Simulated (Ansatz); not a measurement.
Calculated with Ansatz (gas phase, PBE0-D4/def2-TZVP geometries, no zero-point term in ΔE). CCSD(T)/CBS is the MP2 limit (def2-TZVPP, def2-QZVPP) plus CCSD(T) − MP2 in def2-TZVPP, frozen cores. Each species was taken in one conformer, which may not be the lowest.

Reaction (cleavage of the Si–B bond): `F[SiH]1CB1[SiH3]` + `COB(N)O` → `COB(N)O[SiH3]` + `F[SiH]1BC1`

`F[SiH]1CB1[SiH3]`:

```xyz
11

F    -0.711    2.573   -0.807
Si   -0.512    1.623    0.459
C     1.073    0.409    0.837
B    -0.169   -0.217    0.326
Si   -0.512   -1.719   -0.927
H    -0.518    2.516    1.636
H     1.148    1.106    1.686
H     2.073    0.087    0.552
H     0.714   -2.516   -1.216
H    -1.523   -2.635   -0.326
H    -1.064   -1.227   -2.219
```

`COB(N)O`:

```xyz
11

C     0.403    0.800    1.306
O     0.107   -0.496    0.853
B    -0.211   -0.728   -0.464
N    -0.265    0.286   -1.442
O    -0.490   -2.019   -0.837
H    -0.445    1.481    1.162
H     0.621    0.745    2.373
H     1.280    1.215    0.796
H    -0.077    1.254   -1.263
H    -0.501    0.076   -2.394
H    -0.422   -2.616   -0.090
```

`COB(N)O[SiH3]`:

Z-matrix (Å, degrees):
```
C
O 1 1.409
H 1 1.094 2 111.5
H 1 1.094 2 111.6 3 -121.3
H 1 1.090 2 107.6 3 119.3
B 2 1.366 1 120.5 3 61.6
O 6 1.378 2 119.4 1 0.3
N 6 1.409 2 118.0 1 -179.6
Si 7 1.634 6 136.9 2 -177.3
H 8 1.003 6 121.3 2 -0.5
H 8 1.003 6 123.8 2 -178.7
H 9 1.484 7 108.9 6 -129.7
H 9 1.491 7 111.1 6 -9.7
H 9 1.485 7 109.6 6 110.5
```

`F[SiH]1BC1`:

```xyz
8

F    -1.137   -1.881   -0.311
Si   -0.092   -0.955    0.471
B     1.138    0.231   -0.330
C    -0.217    0.834   -0.431
H    -0.379   -1.195    1.906
H     2.192    0.728   -0.108
H    -0.428    1.892   -0.284
H    -1.077    0.346   -0.913
```

```tsv
species	HF/def2-TZVPP energy (Eh)
`F[SiH]1CB1[SiH3]`	-743.42102
`COB(N)O`	-270.48786
`COB(N)O[SiH3]`	-560.63719
`F[SiH]1BC1`	-453.30960
```

Q: Work out ΔE.

A: ΔE = (-560.63719) + (-453.30960) − (-743.42102) − (-270.48786) = -0.03791 Eh = -99.5 kJ/mol. CCSD(T)/CBS gives -70.1 kJ/mol.

Largest T1 diagnostic among the species: 0.014.

From PBE to PBE0 (25 % exact exchange), in def2-TZVPP and without D4, ΔE moves by −8.5 kJ/mol. In def2-TZVPP, CCSD(T) changes the Hartree–Fock value by +31.9 kJ/mol (the triples alone add +4.9 kJ/mol) and MP2 by +29.7 kJ/mol.
